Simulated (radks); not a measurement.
Values are calculated unless marked as measured or tabulated.
Neutral zirconium inside a hard spherical wall (all orbitals vanish at R), configuration held at [Kr] 4d2 5s2 and not refilled when levels cross. Code: a radial shooting solver on a logarithmic mesh with Libxc functionals. Model: scalar-relativistic Kohn-Sham, PBE, spin-polarised, spherical densities, finite nucleus; open shells are filled with parallel spins first (spin-orbit coupling, left out, can overturn this in heavy ions); Fermi nuclear charge, rms radius 4.2694 fm. Eigenvalues in eV for spin up, with the zero of energy where the potential of the charges vanishes at infinity; a dash marks a level that is unbound or too diffuse for the functional's potential to be trusted. A positive occupied level is held by the wall or, in an anion where self-interaction has pushed it up, behind a barrier. The pressure on the wall is -dE/dV.

R (bohr)  E (hartree)  kinetic (hartree)    e(4s)    e(4p)   e(5s)   e(4d)  e(5p, empty)  e(6s, empty)  pressure (GPa)
free      -3598.51063           3699.966  -54.812  -32.852  -4.700  -4.058        -1.601             -               0
15        -3598.51062           3699.966  -54.811  -32.851  -4.699  -4.058        -1.596         0.266        < 0.0001
12        -3598.51046           3699.968  -54.795  -32.836  -4.687  -4.043        -1.556         0.891         0.00293
10        -3598.50921           3699.980  -54.714  -32.755  -4.625  -3.971        -1.408         2.068          0.0348
6         -3598.42147           3700.432  -52.638  -30.727  -2.617  -2.165         1.829        14.967            6.05
3.5       -3596.98380           3705.580  -42.363  -20.916  17.236   8.707        27.851        84.344             389
3         -3595.40522           3711.011  -36.042  -14.571  35.253  16.803        49.250        133.33            1220
2.5       -3591.49223           3723.878  -24.180   -1.875  74.019  33.189        92.721        226.08            4620
2         -3580.33596           3757.173    2.596   28.094  166.03  70.709        190.77        422.84           22000
1.5       -3541.90047           3858.856   84.010   118.16  420.59  174.06        450.30        917.09          149000
